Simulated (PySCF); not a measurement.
**Electron correlation in B²⁺ (boron, charge +2)**

[He] 2p1, 2P determinant (an excited configuration). All numbers are calculated (PySCF 2.14, the spin-free X2C one-electron Hamiltonian (Gaussian nucleus), in x2c-QZVPPall). Frozen: nothing; 3 electrons correlated.

```csv
level,correlation energy (mhartree)
CCSD,-20.23
(T),-0.02
CCSD(T),-20.25
```

Diagnostics: T1 = 0.0011, D1 = 0.0020, largest double amplitude 0.008.

Cost of the coupled-cluster step: of the order of 5 core-seconds, for 3 correlated electrons.

This basis was not built for core-valence correlation, so the inner-shell part is incomplete.
